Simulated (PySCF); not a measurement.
Species: C6H6O3 (charge -1 and doublet state).
Geometry (GFN2-xTB, Å), atoms numbered from 1 in this order:
```xyz
15
C6H6O3 angstrom
C     -1.791   -1.351    0.332
O     -0.696   -1.136    1.218
C      0.382   -0.503    0.646
O      1.255   -1.338   -0.099
C      1.947   -0.499   -0.913
C      1.536    0.781   -0.812
C      0.467    0.827    0.143
C     -0.281    1.945    0.546
O     -0.176    3.128    0.124
H     -1.510   -2.035   -0.478
H     -2.123   -0.403   -0.104
H     -2.597   -1.792    0.921
H      2.725   -0.953   -1.503
H      1.911    1.623   -1.361
H     -1.053    1.716    1.318
```

The hyperfine couplings belong to this conformer and change with its torsions.

The species is `COc1occc1[CH][O-]` [radical] (charge -1).

Method: UKS B3LYP, pcH-1 on C H O, non-relativistic, mean-field spin-orbit, GIAO in PySCF 2.14.0. Whether the extra electron is bound in the gas phase wasn't checked; a finite basis holds it in any case. A GFN2-xTB geometry isn't a minimum of the functional, and hyperfine couplings can be far from their values at a DFT geometry, by a factor of two or more for some ions and for spin on atoms past the first row. Stability of the SCF solution: not tested.

Mulliken spin populations: C1 +0.068, O2 -0.013, C3 +0.511, O4 +0.055, C5 -0.049, C6 +0.025, C7 -0.011, C8 +0.205, O9 +0.223, H10 -0.003, H11 +0.003, H12 0.000, H13 +0.003, H14 -0.001, H15 -0.015.

What dipolar couplings does the calculation give for H10, H11, H12, H13, H14?

```json
{"atom": "H10", "position": "3 bonds from C3", "distance from C3 (Å)": "2.68", "T1 (MHz)": "-3.21", "T2": "-0.98", "T3": "4.19"}
{"atom": "H11", "position": "3 bonds from C3", "distance from C3 (Å)": "2.62", "T1 (MHz)": "-4.68", "T2": "1.75", "T3": "2.93"}
{"atom": "H12", "position": "3 bonds from C3", "distance from C3 (Å)": "3.26", "T1 (MHz)": "-3.36", "T2": "-1.46", "T3": "4.82"}
{"atom": "H13", "position": "3 bonds from C3", "distance from C3 (Å)": "3.21", "T1 (MHz)": "-2.08", "T2": "-0.28", "T3": "2.35"}
{"atom": "H14", "position": "3 bonds from C3", "distance from C3 (Å)": "3.30", "T1 (MHz)": "-1.90", "T2": "-0.76", "T3": "2.66"}
```

Estimate them with point dipoles: put each population ρk at its nucleus, leave out the nucleus itself and the atom bound to it, and sum T = Σ [ρk/(2S)]·C·(3 n nᵀ − 1)/r³ with C = μ0 gₑ μB g_N μN/(4π h) = 79.06 MHz Å³.

```tsv
atom	T1 (MHz)	T2	T3	T3, computed	difference in T3 (%)
H10	-2.51	-2.00	4.51	4.19	+8
H11	-3.00	-1.66	4.66	2.93	+59
H12	-1.43	-1.07	2.50	4.82	-48
H13	-2.15	-1.47	3.62	2.35	+54
H14	-2.12	-0.95	3.07	2.66	+16
```

In T3 the estimate is closest for H10 (+8 %, 2.68 Å from C3) and worst for H11 (+59 %, 2.62 Å).

The SMILES draws the unpaired electron on C8; the largest computed Mulliken spin population is on C3 (0.51 against 0.20).
